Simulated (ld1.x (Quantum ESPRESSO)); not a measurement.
## sulfur: one change to an ultrasoft potential, before and after

* Element: S
* Generator: ld1.x (Quantum ESPRESSO) 7.5
* Type: ultrasoft
* Functional: PBEsol
* Relativity: non-relativistic
* Frozen core: [He]
* Valence charge: 14
* Reference configuration: 2s2 2p6 3s2 3p3 (charge +1)
* Partial waves: 2s (bound): rcut 0.65, rcutus 0.75 bohr; 3s (bound): rcut 0.65, rcutus 0.75 bohr; 2p (bound): rcut 0.65, rcutus 0.75 bohr; 3p (bound): rcut 0.65, rcutus 0.75 bohr; 3d channel at 0.05 Ry: rcut 0.65, rcutus 0.80 bohr; 3d channel at 2.8 Ry: rcut 0.65, rcutus 0.80 bohr
* Local potential: all-electron potential smoothed inside 0.60 bohr (lloc = -1)
* Core correction: none
* Augmentation charge: PSQ, radius 0.55 bohr

Change: all radii scaled by about 1.04 (s 0.78, p 0.78, d 0.84 bohr, rcut 0.68/0.68/0.68); local potential all-electron potential smoothed inside 0.62 bohr (lloc = -1); augmentation PSQ, radius 0.58 bohr.

Cutoffs: the cutoffs (Ry, on a coarse ladder) from which the occupation-weighted sum of valence levels, in a spherical-Bessel basis at the reference potential, stays within 10 and 1 mRy of its value at 400 Ry; they do not see the model core or the augmentation charge, which bear on the density cutoff. Errors are all-electron minus pseudo energies relative to the spin-unpolarised reference configuration.

Problem. Predict the effect on cutoff, ghosts and configuration errors.

Solution. Of the 7 tests that both files solve, the error grows in 7 and shrinks in 0 by more than 15 % and 0.3 meV (median size 0.6 → 46.5 meV); neither file shows a bound ghost. More of the atom is replaced by a form fitted at one configuration, so other configurations suffer.

| quantity | base | changed |
| --- | --- | --- |
| cutoff, loose | 260 Ry | 230 Ry |
| cutoff, tight | over 300 Ry | over 300 Ry |
| loose cutoff by channel (10 mRy a level) | s 120 Ry, p 230 Ry | s 140 Ry, p 200 Ry |
| bound ghosts | none | none |
| error for 2s2 2p6 3s2 3p4, meV [ΔE -11.75 eV] | -0.1 | -5.7 |
| error for 2s2 2p6 3s2 3p2, meV [ΔE 22.25 eV] | -0.6 | -23 |
| error for 2s2 2p6 3s2 3p1, meV [ΔE 56.26 eV] | -4.7 | -169 |
| error for 2s2 2p6 3s1 3p4, meV [ΔE 10.71 eV] | -0.2 | -47 |
| error for 2s2 2p6 3s0 3p6, meV [ΔE 8.67 eV] | -2.3 | -217 |
| error for 2s2 2p5 3s2 3p4, meV [ΔE 161.73 eV] | +279 | +1246 |
| error for 2s2 2p6 3s2 3p3.5, meV [ΔE -7.10 eV] | 0.0 | -2.1 |
| lowest overlap eigenvalue by channel | s 0.09, p 0.23, d 0.79 | s 0.06, p 0.18, d 0.81 |
